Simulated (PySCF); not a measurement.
## `C=C[C@@H](C)[N+]#C[Se]C`, [C$_{6}$H$_{10}$NSe]+, charge +1

Molfile (atoms numbered from 1):
```
C6H10NSe
     RDKit          3D

 18 17  0  0  0  0  0  0  0  0999 V2000
   -2.6413   -1.8863   -0.7743 C   0  0  0  0  0  0  0  0  0  0  0  0
   -1.9108   -1.0393   -0.0769 C   0  0  0  0  0  0  0  0  0  0  0  0
   -1.0954    0.0703   -0.7094 C   0  0  1  0  0  0  0  0  0  0  0  0
   -1.4700    1.4413   -0.1455 C   0  0  0  0  0  0  0  0  0  0  0  0
    0.2474   -0.2163   -0.4491 N   0  0  0  0  0  0  0  0  0  0  0  0
    1.3019   -0.3772    0.0220 C   0  0  0  0  0  0  0  0  0  0  0  0
    2.8674   -0.8354    0.7025 Se  0  0  0  0  0  2  0  0  0  0  0  0
    3.9501    0.5820   -0.1181 C   0  0  0  0  0  0  0  0  0  0  0  0
   -3.2405   -2.6349   -0.2860 H   0  0  0  0  0  0  0  0  0  0  0  0
   -2.6901   -1.8631   -1.8504 H   0  0  0  0  0  0  0  0  0  0  0  0
   -1.8695   -1.0709    1.0021 H   0  0  0  0  0  0  0  0  0  0  0  0
   -1.2207    0.0508   -1.7980 H   0  0  0  0  0  0  0  0  0  0  0  0
   -2.5108    1.6420   -0.3837 H   0  0  0  0  0  0  0  0  0  0  0  0
   -0.8555    2.2214   -0.5874 H   0  0  0  0  0  0  0  0  0  0  0  0
   -1.3503    1.4597    0.9349 H   0  0  0  0  0  0  0  0  0  0  0  0
    4.9814    0.3549    0.1424 H   0  0  0  0  0  0  0  0  0  0  0  0
    3.8289    0.5609   -1.1975 H   0  0  0  0  0  0  0  0  0  0  0  0
    3.6691    1.5464    0.2961 H   0  0  0  0  0  0  0  0  0  0  0  0
  1  2  2  0
  2  3  1  0
  3  4  1  0
  3  5  1  0
  5  6  3  0
  6  7  1  0
  7  8  1  0
  1  9  1  0
  1 10  1  0
  2 11  1  0
  3 12  1  6
  4 13  1  0
  4 14  1  0
  4 15  1  0
  8 16  1  0
  8 17  1  0
  8 18  1  0
M  CHG  1   5   1
M  END
```

The calculation used PySCF, GIAO HF/pcSseg-1 magnetisability, rotational g tensor and spin-rotation constants, non-relativistic, gas phase. Geometry: GFN2-xTB.

The calculation is non-relativistic, which matters for the atoms heavier than Zn. For an ion the centre-of-mass motion in the field is neglected.

(1) Give the nuclear spin-rotation constants along the inertial axes (H = +C I·J) beside the isotropic shieldings.

(2) How do the rotational constants and the g tensor change when H9, H10, H11, H12, H13, H14, H15, H16, H17, H18 are replaced by deuterium?

## Answers

(1) Rotational constants 3.1762, 0.5429, 0.4880 GHz. A star marks the isotopologue with that one atom substituted, in its own axes.
```
atom  isotope  Caa (kHz)  Cbb (kHz)  Ccc (kHz)  mean (kHz)  σ (ppm)
  N5      14N      0.087      0.085      0.087       0.086     47.2
  H9       1H     -0.251      0.001     -0.040      -0.096     25.8
 H10       1H     -0.348     -0.061      0.030      -0.126     25.9
 H11       1H     -0.358     -0.064      0.029      -0.131     26.3
 H12       1H     -0.343     -0.063      0.006      -0.133     28.0
 H13       1H      0.025     -0.062     -0.064      -0.034     30.1
 H14       1H     -0.288     -0.016     -0.057      -0.120     30.1
 H15       1H     -0.362     -0.067      0.000      -0.143     30.2
 H16       1H      0.006     -0.061     -0.063      -0.040     29.3
 H17       1H     -0.318     -0.067     -0.003      -0.129     28.9
 H18       1H     -0.339     -0.019     -0.041      -0.133     28.7
  C1     13C*      0.656      0.164      0.200       0.340     55.6
  C2     13C*      0.651      0.164      0.200       0.338     57.7
  C3     13C*      0.486      0.099      0.092       0.226    142.6
  C4     13C*      0.431      0.070      0.072       0.191    167.6
  C6     13C*      0.212      0.247      0.205       0.221     50.8
 Se7    77Se*      1.701      0.928      0.766       1.132   1913.9
  C8     13C*      0.382      0.062      0.068       0.171    175.5
```
For the geometry as given, no vibrational averaging.

(2) Constants 2.5409, 0.4841, 0.4335 GHz; g 0.0094, 0.0056, 0.0036, against 0.0121, 0.0062, 0.0041 before.
